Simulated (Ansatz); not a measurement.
Species: C₈H₈B₂S, SMILES `c1cc(B)c2c(c1B)ccs2` (charge 0, multiplicity 1), formula C8H8B2S.

Q: How many basis functions does frozen-core CCSD(T)/cc-pVDZ // PBE0-D4/def2-SVP in Ansatz (a quantum-chemistry and plane-wave program) use, how many core orbitals are frozen, and how many electrons are correlated?

A: 198 basis functions and 15 frozen orbitals, which leaves 52 correlated electrons. Core time is of the order of minutes.
